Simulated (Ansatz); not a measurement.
Relaxed structures of AlSiH$_{3}$OF (charge -1), closed shell (PBE0-D4/def2-TZVPD; forces vanish, vibrations not checked; lower isomers may exist, and structures with a doubtful reference or unclear bonds are left out; Å). Ansatz 0.2.0; basis: def2-TZVPPD; cores frozen in the correlated methods.

Question: Rank them by CCSD(T) energy, lowest first, and give each one's height above the lowest. Links in brackets join atoms within 1.22 times the sum of their covalent radii (1.1 for two metals). (To be estimated.)
A.
AlSiH₃OF ([F][SiH]1[O][AlH2]1), total charge -1
```
7
angstrom
O -0.5323 -0.9190 0.2544
Si 1.0080 -0.3231 0.4135
F 2.0713 -1.2805 -0.3989
Al -0.9250 0.6886 -0.4555
H 1.5090 -0.5812 1.8255
H -1.8920 1.6652 0.4019
H -1.2390 0.7500 -2.0409
```
B.
AlSiH₃OF ([F][AlH]1[O][SiH2]1), total charge -1
```
7
angstrom
O -0.6704 -0.8579 0.1518
Si -0.7437 0.7263 -0.4373
F 2.1716 -1.3271 -0.5239
Al 1.0404 -0.5240 0.4438
H 1.5960 -0.4897 1.9516
H -1.8368 1.5080 0.2734
H -1.2931 0.7408 -1.8530
```
C.
AlSiH₃OF ([F][Si]1[OH][AlH2]1), total charge -1
```
7
angstrom
O -0.6073 -1.0676 0.1151
Si 1.0948 -0.3777 0.6378
F 1.9600 -1.1277 -0.5770
Al -0.7461 0.7656 -0.5023
H -1.1184 -1.3933 0.8560
H -1.9032 1.4479 0.4266
H -1.1916 0.7051 -2.0629
```

Answer: The calculation gives: B (0.000 eV), A (0.456 eV), C (2.220 eV). Heights count from the lowest.

The T1 diagnostic stays at or below 0.017.

For scale, one of the runs: CCSD(T)/def2-TZVPPD, 227 basis functions, launched by `ansatz run in.yaml --threads 2 --pin off --events-out ev --progress --plain --max-ram 4352MiB`. Time: 110 s of wall clock on 2 CPU threads of an Arm Neoverse V2; the host was shared. Peak host memory: 3.6 GiB.
